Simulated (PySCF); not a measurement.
Basis and Hamiltonian dependence of the ionisation energy of Se⁺

Se⁺ [Ar] 3d10 4s2 4p3 (4S) → Se²⁺ [Ar] 3d10 4s2 4p2 (3P). All values are computed (PySCF 2.14, energy differences of UHF-based or UKS calculations, no spin-orbit coupling). Values in eV.

```csv
basis,Hamiltonian,functions,UHF,PBE,PBE0,MP2 (valence),CCSD(T) (valence),CCSD(T) (valence and next inner shell)
6-31G*,non-relativistic,32,20.889,n/a,n/a,21.221,21.163,n/a
x2c-SVPall,spin-free X2C,32,20.883,n/a,21.441,21.245,21.197,n/a
Sapporo-DKH3-DZP-2012,spin-free X2C,43,20.894,n/a,21.452,21.280,21.241,n/a
cc-pVTZ-DK,spin-free X2C,43,20.841,n/a,n/a,21.340,21.334,n/a
x2c-TZVPPall,spin-free X2C,48,20.850,21.316,21.409,21.352,21.347,21.390
x2c-TZVPall,spin-free X2C,48,20.850,n/a,n/a,21.352,21.347,n/a
def2-TZVPPD,non-relativistic,57,20.836,21.306,21.400,21.340,21.329,21.368
"aug-cc-pVTZ-PP with one added diffuse shell each of s, d, f type with ECP10MDF",ECP,68,20.842,21.239,21.349,21.352,21.345,n/a
aug-cc-pVQZ-PP with ECP10MDF,ECP,89,20.839,21.237,21.346,21.388,21.379,n/a
aug-cc-pVQZ-DK,spin-free X2C,93,20.839,21.299,21.394,21.383,21.375,n/a
aug-cc-pwCVTZ-PP with ECP10MDF,ECP,96,20.833,21.236,21.343,21.351,21.345,n/a
def2-QZVPPD,non-relativistic,98,20.830,21.302,21.394,21.377,21.365,n/a
"aug-cc-pVQZ-PP with one added diffuse shell each of s, p, d, f, g type with ECP10MDF",ECP,114,20.839,21.237,21.346,21.388,n/a,n/a
```

Estimate the row for aug-cc-pVDZ-PP with ECP10MDF (ECP, 32 functions).

From the rows with the same Hamiltonian and similar size; the calculation gives UHF 20.83; PBE 21.24; PBE0 21.34; MP2 (valence) 21.20; CCSD(T) (valence) 21.16 (eV).

Frozen in the all-electron rows: valence: [Ar] 3d10; valence and next inner shell: [Ne]; with a core potential, the same shells as far as they lie outside it.

Non-relativistic rows lack the scalar-relativistic shift.

Between the lowest levels the reference is 21.196 ± 0.01 eV (measured; NIST Atomic Spectra Database, ionization energies); it includes spin-orbit coupling, which these numbers lack.
